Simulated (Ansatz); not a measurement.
Cost and result for the atomization energy of C8H16, SMILES `CC1(C)CCCCC1` (24 atoms, 24 bonds).

Z-matrix (Å, degrees):
```
C
C 1 1.527
H 1 1.094 2 110.5
H 1 1.094 2 110.5 3 119.2
H 1 1.091 2 112.7 3 -120.4
C 2 1.534 1 110.7 3 -179.2
C 2 1.534 1 110.7 3 60.0
C 2 1.524 1 108.5 3 -59.6
C 6 1.522 2 113.7 1 -69.0
H 6 1.096 2 109.3 1 54.9
H 6 1.098 2 108.2 1 170.3
C 7 1.522 2 113.7 1 69.0
H 7 1.096 2 109.3 1 -54.9
H 7 1.098 2 108.2 1 -170.3
H 8 1.094 2 111.0 1 -180.0
H 8 1.094 2 111.0 1 -60.0
H 8 1.094 2 111.0 1 60.0
C 9 1.522 6 111.2 2 -55.1
H 9 1.094 6 109.7 2 -177.4
H 9 1.096 6 110.0 2 66.3
H 12 1.096 7 110.0 2 -66.3
H 12 1.094 7 109.7 2 177.4
H 18 1.094 9 110.5 6 177.9
H 18 1.098 9 109.0 6 -65.3
```

The species carries charge 0 and has multiplicity 1. All single points use the PBE0-D4/def2-TZVP geometry. Program: Ansatz. All runs use 5 threads of an AMD EPYC 7R13 on a shared host and a share of an NVIDIA H100 80 GB. Times are those of one run each, without the atoms' runs, and a repeat can differ threefold. Electronic energies, without spin–orbit coupling; frozen cores. CCSD(T)/CBS adds CCSD(T) − MP2 in def2-TZVPP to the MP2 limit, and its time is that of the two runs behind it. T1 = 0.009. HSE06 is the plane-wave form, built on full-range PBE exchange.

CCSD(T)/CBS is a level of theory with its own doubt, some kJ/mol a heavy atom from the limit and from the frozen cores, so smaller differences don't rank the functionals.

```json
{"level": "BHLYP-D4/def2-TZVPP", "functions": "472", "wall time": "16 s"}
{"level": "CAM-B3LYP-D4/def2-TZVPP", "functions": "472", "wall time": "16 s"}
{"level": "PBE-D4/def2-TZVPP (with forces)", "functions": "472", "wall time": "18 s"}
{"level": "CCSD(T)/def2-SVP", "functions": "192", "wall time": "19 s"}
{"level": "B97M-V/def2-TZVPP", "functions": "472", "wall time": "19 s"}
{"level": "revPBE-D4/def2-TZVPP", "functions": "472", "wall time": "20 s"}
{"level": "MP2/def2-QZVPP", "functions": "936", "wall time": "20 s"}
{"level": "HSE06-D4/def2-TZVPP", "functions": "472", "wall time": "20 s"}
{"level": "LDA (SPW92)/def2-TZVPP", "functions": "472", "wall time": "21 s"}
{"level": "B2PLYP/def2-TZVPP", "functions": "472", "wall time": "21 s"}
{"level": "ωB97X-V/def2-TZVPP", "functions": "472", "wall time": "29 s"}
{"level": "CCSD(T)/def2-TZVPP", "functions": "472", "wall time": "45 s"}
{"level": "CCSD(T)/CBS(def2)", "functions": "–", "wall time": "65 s"}
```

Question: What atomization energy does each give, and how far from CCSD(T)/CBS? (Best estimate.)

Answer: Computed: 
| level | atomization (kcal/mol) | difference from CCSD(T)/CBS | per bond |
| --- | --- | --- | --- |
| BHLYP-D4/def2-TZVPP | 2308.4 | -47.3 | -2.0 |
| CAM-B3LYP-D4/def2-TZVPP | 2366.7 | 11.0 | 0.5 |
| PBE-D4/def2-TZVPP (with forces) | 2399.9 | 44.2 | 1.8 |
| CCSD(T)/def2-SVP | 2278.6 | -77.1 | -3.2 |
| B97M-V/def2-TZVPP | 2360.2 | 4.5 | 0.2 |
| revPBE-D4/def2-TZVPP | 2353.4 | -2.3 | -0.1 |
| MP2/def2-QZVPP | 2361.7 | 6.0 | 0.2 |
| HSE06-D4/def2-TZVPP | 2378.9 | 23.2 | 1.0 |
| LDA (SPW92)/def2-TZVPP | 2672.4 | 316.7 | 13.2 |
| B2PLYP/def2-TZVPP | 2331.7 | -24.0 | -1.0 |
| ωB97X-V/def2-TZVPP | 2360.6 | 4.9 | 0.2 |
| CCSD(T)/def2-TZVPP | 2308.9 | -46.8 | -1.9 |
| CCSD(T)/CBS(def2) | 2355.7 | 0.0 | 0.0 |

From r2SCAN to r2SCAN0 (25 % exact exchange), in def2-TZVPP and without D4, the atomization energy moves by −17.0 kcal/mol: exact exchange takes away binding that semilocal exchange gives to molecules. Leaving LDA and LC-ωPBE aside and taking each functional with its dispersion term where it has one, the values spread over 91.4 kcal/mol, from BHLYP-D4 to PBE-D4. LDA lies +287.2 kcal/mol from PBE without D4, its usual overbinding. At CCSD(T), def2-SVP lies −77.1 kcal/mol from the extrapolated value and def2-TZVPP −46.8 kcal/mol: correlation converges slowly with the basis, and small sets miss more of it in the bonded molecule than in its fragments.
